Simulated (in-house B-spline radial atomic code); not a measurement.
Values are calculated unless marked as measured or tabulated.
**Ghost states of the separable form: Cl**

Cl, [Ne] 3s2 3p5, non-relativistic LDA (VWN5), spherical and spin-unpolarised, from an all-electron radial atomic-structure program (B-spline basis) (atomic units; all potentials screened as in the neutral atom).

Troullier-Martins channels: 3s (ε = -0.7545, r_c = 1.297 bohr), 3p (ε = -0.3204, r_c = 1.434 bohr). In the Kleinman-Bylander form one channel serves as the local potential, and each other channel l becomes |δV u><u δV|/<u|δV|u>, with δV = V_l − V_local and u the pseudo-orbital. Its strength is E_KB = <u|δV²|u>/<u|δV|u>. By the analysis of Gonze, Stumpf and Scheffler a spurious state lies below the reference level ε if E_KB > 0 and ε is above the second level of the local potential alone, or if E_KB < 0 and ε is above its first. The table's levels are those of angular momentum l in a sphere of 9 bohr, whose wall can lift a shallow ε a little above its free-atom value.

| local | channel | <u δV u> | <u δV² u> | ε | first local level | second local level |
| --- | --- | --- | --- | --- | --- | --- |
| p | s | 0.21007 | 0.70235 | -0.7545 | -1.2082 | -0.0337 |
| s | p | -0.14159 | 0.45723 | -0.3204 | -0.2360 | 0.1018 |

**Question.** Apply the rule to each row.

**Answer.** Local p, channel s: E_KB = +3.34, so ε = -0.7545 is set against -0.0337: no ghost. Local s, channel p: E_KB = -3.23, so ε = -0.3204 is set against -0.2360: no ghost.

Diagonalising the separable Hamiltonian gives:

```csv
local,channel,three lowest levels,"all-electron, two lowest valence levels"
p,s,"-0.7545, 0.0155, 0.2782","-0.7545, 0.0158"
s,p,"-0.3204, 0.0871, 0.3711","-0.3204, 0.0872"
```

**Question.** Which choices of local channel are safe?

**Answer.** All are free of ghosts. Among the safe choices the second level, which tests transfer, is off by at most 0.1 millihartree (s local), 0.3 millihartree (p local).
